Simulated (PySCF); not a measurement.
Gas-phase equilibrium of 1 mol MgCl2, 1.2 mol H2O at 1000 K and 0.0100 bar, among 19 species (ClO, O2, HCl, O, HO2, H2O, H, HOCl, H2O2, O3, MgCl2, H2, MgH2, MgCl, MgH, Cl, Cl2, Mg, OH). Only gases are allowed; each row takes one source of thermochemistry for all species, and Cantera finds the minimum.

Computed with PySCF and rigid-rotor harmonic-oscillator thermochemistry at 1 bar. † marks an energy on the PBE0/def2-TZVP geometry and frequencies; other levels use their own. Open shells (unrestricted) among the columns below: O2 (multiplicity 3); the rest are closed-shell singlets. The harmonic model lacks anharmonicity and excited electronic states, which grow with temperature; levels with a mode under 35 cm⁻¹ are left out. Soft modes under 120 cm⁻¹ make the harmonic entropy rough for MgCl2.

Molecules larger than those listed are left out. Table species left out: MgO, MgOH, Mg(OH)2, Mg2.

With BLYP/def2-TZVP† thermochemistry: H2O 0.55, MgCl2 0.45, H2 2.5e-5, O2 1.9e-5, HCl 2.5e-5, Mg 9.3e-6.

**Question.** How far does the composition move with the other sources (M06-2X/def2-TZVP†, PBE/def2-SVP, PBE0/def2-QZVP†, PBE0/def2-SVP†, ωB97M-V/def2-TZVP†)?

**Answer.** 
```csv
thermochemistry,x H2O,x MgCl2,x H2,x O2,x HCl,x Mg
BLYP/def2-TZVP†,0.55,0.45,2.5e-5,1.9e-5,2.5e-5,9.3e-6
M06-2X/def2-TZVP†,0.55,0.45,2.1e-6,2.7e-6,6.7e-6,1.5e-6
PBE/def2-SVP,0.55,0.45,6.1e-5,3.4e-5,1.6e-5,4.2e-6
PBE0/def2-QZVP†,0.55,0.45,1.2e-6,2.6e-6,8.3e-6,1.2e-6
PBE0/def2-SVP†,0.55,0.45,1.3e-5,8.7e-6,9.6e-6,1.7e-6
ωB97M-V/def2-TZVP†,0.55,0.45,2.4e-6,2.8e-6,6.7e-6,3.0e-6
```
The most sensitive of these is H2: it spans a factor of 10^1.7 over these rows; at this temperature one factor of ten is RT ln 10 = 19 kJ/mol.
